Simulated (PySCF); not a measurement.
**Levels of Ga(26+) from EOM-EA-GCCSD**

Reference: closed-shell Ga(27+), [He] 2s2; one electron is added. Calculated with PySCF 2.14, two-component X2C-1e with screened spin-orbit coupling, an uncontracted even-tempered set (17 s from 2.1 bohr⁻², ratio 2.6; 12 p from 2.7 bohr⁻², ratio 2.6; 7 d from 2.8 bohr⁻², ratio 2.8; 4 f from 57 bohr⁻², ratio 2.8); frozen nothing; the 34 highest virtual spinors dropped; of the others 50 kept and the rest restored at second order. No Breit or QED terms. Binding energies in eV.

```json
{"level": "2p1/2", "Koopmans": "2686.6", "second order": "2686.9", "EOM-CCSD": "2685.1"}
{"level": "2p3/2", "Koopmans": "2653.6", "second order": "2654.1", "EOM-CCSD": "2653.2"}
```

For comparison, the ionisation energy of Ga(26+) is 2683 ± 1.4 eV (semi-empirical (NIST evaluation); NIST Atomic Spectra Database, ionization energies).

Only part of the computed levels is shown.
